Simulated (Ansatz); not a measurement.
Consider the cleavage of the Si–Sn bond: `[SiH3][SnH2][Cl]` + `O[SiH2][SeH]` → `O[SiH2][Se][SiH3]` + `[Cl][SnH3]`.

Program: Ansatz. Geometries: PBE0-D4/def2-TZVP. ΔE: electronic, gas phase. CCSD(T)/CBS is the MP2 limit (def2-TZVPP, def2-QZVPP) plus CCSD(T) − MP2 in def2-TZVPP, frozen cores. Functionals use def2-TZVPP. B3LYP here is the variant with VWN-RPA as its local correlation; programs differ in this. def2 core potentials past Kr. For Se, Sn outer-core shells are correlated without core-valence functions, which leaves a few kJ/mol of doubt a bond. Scalar relativity is left out up to krypton. Each species was taken in one conformer, which may not be the lowest.

**Question.** Is it downhill or uphill in electronic energy at CCSD(T)/CBS, and by how much? (Estimate.)

**Answer.** Computed: Downhill: ΔE = -8.1 kcal/mol.

**Question.** What do these levels give: PBE-D4, PBE0-D4, B3LYP-D4, ωB97X-V, ωB97M-V, PBE0, B3LYP, HF/def2-TZVPP, CCSD/def2-TZVPP, CCSD(T)/def2-TZVPP, MP2/CBS(def2), CCSD/CBS(def2)? (An estimate is asked.)

**Answer.** The calculation gave: PBE-D4 -6.8, PBE0-D4 -7.8, B3LYP-D4 -7.5, ωB97X-V -8.5, ωB97M-V -8.9, PBE0 -7.3, B3LYP -6.5, HF/def2-TZVPP -9.3, CCSD/def2-TZVPP -8.3, CCSD(T)/def2-TZVPP -8.5, MP2/CBS(def2) -9.4, CCSD/CBS(def2) -8.0 kcal/mol.

Largest T1 diagnostic among the species: 0.012.

From PBE to PBE0 (25 % exact exchange), in def2-TZVPP and without D4, ΔE moves by −1.1 kcal/mol. The D4 term adds −1.0 kcal/mol with B3LYP and −0.5 kcal/mol with PBE0; it sums over pairs of atoms, weighted by their polarisabilities, and B3LYP, whose exchange is more repulsive, gets the larger term.
